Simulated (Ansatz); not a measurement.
Relaxing a trial structure of H7InOSi2

The starting geometry of this gas-phase singlet was optimised with GFN2-xTB; its bonds are those of `[SiH3][O][InH][SiH3]`.

```yaml
atoms:
  - { symbol: In, position_ang: [-0.3747, 2.2678, 1.5169] }
  - { symbol: O, position_ang: [0.0296, 0.8259, 0.1799] }
  - { symbol: Si, position_ang: [0.8901, 0.0871, -0.9525] }
  - { symbol: Si, position_ang: [-2.6024, 1.5068, 2.5887] }
  - { symbol: H, position_ang: [0.7495, 0.8060, -2.2287] }
  - { symbol: H, position_ang: [0.3401, -1.2706, -1.0699] }
  - { symbol: H, position_ang: [2.3106, 0.0234, -0.5711] }
  - { symbol: H, position_ang: [0.9480, 3.4697, 1.4389] }
  - { symbol: H, position_ang: [-2.3656, 1.0278, 3.9633] }
  - { symbol: H, position_ang: [-3.5638, 2.6237, 2.6454] }
  - { symbol: H, position_ang: [-3.1337, 0.4234, 1.7511] }
```

Predict what becomes of its bonds when it is optimised with r2SCAN-D4/def2-SVP.

It keeps its bonds, and is `[SiH3][O][InH][SiH3]`.

The energy falls by 0.17 eV over 31 steps:

```
step  E − E(last) (eV)
   1             0.167
   4             0.030
   8             0.015
  11             0.009
  14             0.007
  18             0.004
  21             0.002
  24             0.001
  28             0.000
  31             0.000
```

Final geometry (Å):

```yaml
atoms:
  - { symbol: In, position_ang: [-0.3711, 1.8579, 1.5836] }
  - { symbol: O, position_ang: [-0.1840, 0.5694, 0.0411] }
  - { symbol: Si, position_ang: [0.9424, 0.1384, -1.0804] }
  - { symbol: Si, position_ang: [-2.6975, 1.6461, 2.6506] }
  - { symbol: H, position_ang: [0.4389, 0.3935, -2.4675] }
  - { symbol: H, position_ang: [1.2709, -1.3187, -0.9735] }
  - { symbol: H, position_ang: [2.2269, 0.9030, -0.9198] }
  - { symbol: H, position_ang: [1.0742, 2.7753, 1.8059] }
  - { symbol: H, position_ang: [-2.5641, 1.1180, 4.0432] }
  - { symbol: H, position_ang: [-3.3538, 2.9875, 2.7241] }
  - { symbol: H, position_ang: [-3.5550, 0.7206, 1.8546] }
```

The end wasn't checked by frequencies. Atoms past krypton carry core potentials, without spin–orbit terms. Run with Ansatz 0.2.0, 44 s on 2 threads of Intel(R) Xeon(R) 6975P-C (Granite Rapids), with other jobs on the host.
